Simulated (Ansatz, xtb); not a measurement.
Relative energy of two isomers of C5H4ClPS

Structure X is `SC1=CC=CP=C1Cl`, a singlet and structure Y is `SC1=CC(Cl)=CP=C1`, a singlet. Both are isolated molecules in the gas phase, relaxed with PBE-D3(BJ)/def2-SVP; the shapes shown needn't be the lowest conformers.

X (Å):

| atom | x (Å) | y (Å) | z (Å) |
| --- | --- | --- | --- |
| C | -0.1023 | 0.8636 | -0.3062 |
| C | 0.9858 | 0.5796 | -1.1695 |
| C | 2.0385 | -0.2810 | -0.8485 |
| C | 2.1351 | -0.9639 | 0.3721 |
| C | -0.1770 | 0.2647 | 0.9729 |
| Cl | -1.5400 | 0.6365 | 2.0226 |
| P | 0.9844 | -0.8629 | 1.6780 |
| S | -1.3097 | 1.9904 | -0.9494 |
| H | -2.1088 | 1.9593 | 0.1557 |
| H | 0.9927 | 1.0739 | -2.1535 |
| H | 2.8299 | -0.4235 | -1.6027 |
| H | 3.0017 | -1.6248 | 0.5422 |

Y (Å):

```json
{"atom": "C", "x (Å)": "-0.0754", "y (Å)": "0.9212", "z (Å)": "0.2040"}
{"atom": "C", "x (Å)": "0.6146", "y (Å)": "1.5268", "z (Å)": "-0.8628"}
{"atom": "C", "x (Å)": "2.0953", "y (Å)": "-0.7216", "z (Å)": "-0.9444"}
{"atom": "C", "x (Å)": "1.2851", "y (Å)": "-1.1328", "z (Å)": "0.1214"}
{"atom": "C", "x (Å)": "0.2503", "y (Å)": "-0.3682", "z (Å)": "0.6803"}
{"atom": "Cl", "x (Å)": "1.5704", "y (Å)": "-2.7170", "z (Å)": "0.8221"}
{"atom": "P", "x (Å)": "1.9424", "y (Å)": "0.8206", "z (Å)": "-1.7512"}
{"atom": "S", "x (Å)": "-1.4209", "y (Å)": "1.7267", "z (Å)": "1.0473"}
{"atom": "H", "x (Å)": "-1.3940", "y (Å)": "2.8703", "z (Å)": "0.3102"}
{"atom": "H", "x (Å)": "0.3054", "y (Å)": "2.5364", "z (Å)": "-1.1822"}
{"atom": "H", "x (Å)": "2.8777", "y (Å)": "-1.4115", "z (Å)": "-1.2970"}
{"atom": "H", "x (Å)": "-0.3191", "y (Å)": "-0.7979", "z (Å)": "1.5171"}
```

Quicker runs give these differences E(Y) − E(X): GFN2-xTB −2.36 kcal/mol; HF/STO-3G −1.84 kcal/mol (at GFN2-xTB geometries); r2SCAN-D4/def2-SVP −1.13 kcal/mol (at GFN2-xTB geometries).

**Question.** Estimate E(Y) − E(X) at the level CCSD(T)/def2-SVP + ΔMP2/def2-TZVPP.

**Answer.** CCSD(T)/def2-SVP + ΔMP2/def2-TZVPP gives E(Y) − E(X) = −1.78 kcal/mol, slightly favouring structure Y, which is too small a margin to settle the true order.

Level by level:

```json
{"level": "GFN2-xTB", "geometry": "GFN2-xTB", "E(Y) − E(X) (kcal/mol)": "−2.36", "departure from the last row (kcal/mol)": "−0.58", "job, with rough time for the two": "optimisation, 0.29 s"}
{"level": "HF/STO-3G", "geometry": "GFN2-xTB", "E(Y) − E(X) (kcal/mol)": "−1.84", "departure from the last row (kcal/mol)": "−0.05", "job, with rough time for the two": "single point, 0.98 s"}
{"level": "r2SCAN-D4/def2-SVP", "geometry": "GFN2-xTB", "E(Y) − E(X) (kcal/mol)": "−1.13", "departure from the last row (kcal/mol)": "+0.65", "job, with rough time for the two": "single point, 11 s"}
{"level": "PBE-D3(BJ)/def2-SVP", "geometry": "PBE-D3(BJ)/def2-SVP", "E(Y) − E(X) (kcal/mol)": "−0.29", "departure from the last row (kcal/mol)": "+1.49", "job, with rough time for the two": "optimisation, 44 s"}
{"level": "HF/def2-SVP", "geometry": "PBE-D3(BJ)/def2-SVP", "E(Y) − E(X) (kcal/mol)": "−3.82", "departure from the last row (kcal/mol)": "−2.04", "job, with rough time for the two": "part of the CCSD(T) run"}
{"level": "MP2/def2-SVP", "geometry": "PBE-D3(BJ)/def2-SVP", "E(Y) − E(X) (kcal/mol)": "−1.59", "departure from the last row (kcal/mol)": "+0.19", "job, with rough time for the two": "part of the CCSD(T) run"}
{"level": "CCSD(T)/def2-SVP", "geometry": "PBE-D3(BJ)/def2-SVP", "E(Y) − E(X) (kcal/mol)": "−1.84", "departure from the last row (kcal/mol)": "−0.06", "job, with rough time for the two": "single point"}
{"level": "CCSD(T)/def2-SVP + ΔMP2/def2-TZVPP", "geometry": "PBE-D3(BJ)/def2-SVP", "E(Y) − E(X) (kcal/mol)": "−1.78", "departure from the last row (kcal/mol)": "", "job, with rough time for the two": "single point, 3.1 min"}
```

As drawn, both hold the same kinds of bond in the same numbers.

PBE-D3(BJ)/def2-SVP finds them nearly level. The largest departure from CCSD(T)/def2-SVP + ΔMP2/def2-TZVPP is that of HF/def2-SVP, 2.04 kcal/mol. The last row adds to CCSD(T) the change of the MP2 difference between the two basis sets, here +0.06 kcal/mol.

With thermal terms from frequencies at re-optimised GFN2-xTB minima (ideal gas, soft modes damped towards free rotors, one conformer each, 298.15 K, 1 atm): the zero-point term adds −0.10 kcal/mol; ΔH is −1.88 and ΔG −1.98 kcal/mol.

The correlated steps freeze 20 core orbitals. Run with Ansatz 0.2.0, xtb 6.7.1; the last row on 2 threads of Arm Neoverse V1 on a shared host.
